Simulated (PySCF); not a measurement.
Geometry:
| atom | x (Å) | y (Å) | z (Å) |
| --- | --- | --- | --- |
| C1 | 0.220 | -2.876 | -0.803 |
| C2 | 0.191 | -1.677 | -0.733 |
| C3 | 0.132 | -0.266 | -0.671 |
| C4 | 1.087 | 0.442 | -0.058 |
| O5 | 2.146 | -0.127 | 0.548 |
| Si6 | 3.546 | 0.465 | 1.119 |
| C7 | -1.068 | 0.386 | -1.301 |
| C8 | -2.346 | 0.087 | -0.508 |
| C9 | -2.302 | 0.688 | 0.891 |
| H10 | 0.258 | -3.922 | -0.858 |
| H11 | 1.035 | 1.525 | -0.022 |
| H12 | 4.033 | -0.711 | 1.818 |
| H13 | 3.304 | 1.615 | 1.997 |
| H14 | 4.400 | 0.904 | 0.012 |
| H15 | -1.186 | 0.007 | -2.319 |
| H16 | -0.911 | 1.465 | -1.349 |
| H17 | -3.202 | 0.493 | -1.051 |
| H18 | -2.474 | -0.995 | -0.437 |
| H19 | -3.217 | 0.461 | 1.432 |
| H20 | -1.461 | 0.284 | 1.451 |
| H21 | -2.192 | 1.770 | 0.839 |

All values are calculated (PySCF 2.14.0 with density-fitted response routines): PBE0/pcSseg-1 with gauge-including orbitals, geometry from GFN2-xTB. Non-relativistic Hamiltonian, one computed conformer, equivalent nuclei averaged, gas phase.

Predict the 2D correlation tables (HSQC, COSY, HMBC).

## Answers



HSQC (one-bond C–H):
| δH | δC |
| --- | --- |
| 6.55 (H11) | 155.6 (C4) |
| 2.89 (H10) | 92.8 (C1) |
| 2.01 (H15/H16) | 37.8 (C7) |
| 1.57 (H17/H18) | 23.7 (C8) |
| 0.84 (H19/H20/H21) | 14.0 (C9) |

COSY cross peaks (H two or three bonds apart, from the bond graph; peaks can be absent where the dihedral angle is near 90°):
| δH | δH |
| --- | --- |
| 2.01 (H15/H16) | 1.57 (H17/H18) |
| 1.57 (H17/H18) | 0.84 (H19/H20/H21) |

HMBC (two and three bonds, from the bond graph):
| δH | δC |
| --- | --- |
| 6.55 (H11) | 110.2 (C3), 84.0 (C2), 37.8 (C7) |
| 5.08 (H12/H13/H14) | 155.6 (C4) |
| 2.89 (H10) | 110.2 (C3), 84.0 (C2) |
| 2.01 (H15/H16) | 155.6 (C4), 110.2 (C3), 84.0 (C2), 23.7 (C8), 14.0 (C9) |
| 1.57 (H17/H18) | 110.2 (C3), 37.8 (C7), 14.0 (C9) |
| 0.84 (H19/H20/H21) | 37.8 (C7), 23.7 (C8) |

Scale: $^{1}$H (σ = 31.72 ppm) and $^{13}$C (σ = 186.93 ppm) vs TMS (reference shieldings calculated alike).

Short H···H contacts in this conformer between protons four or more bonds apart (candidates for NOE cross peaks, intensity ∝ r⁻⁶): H11···H16 2.36 Å, H16···H21 2.55 Å.

Shifts are as computed. Against solution values, carbons near 30 ppm lie about +3 ppm off and those near 130 ppm about +5 ppm. Of 1211 compounds with measured shifts, 218 miss one by over three times the rms of a fit or turn the order of signals round; such compounds aren't used in these exercises.
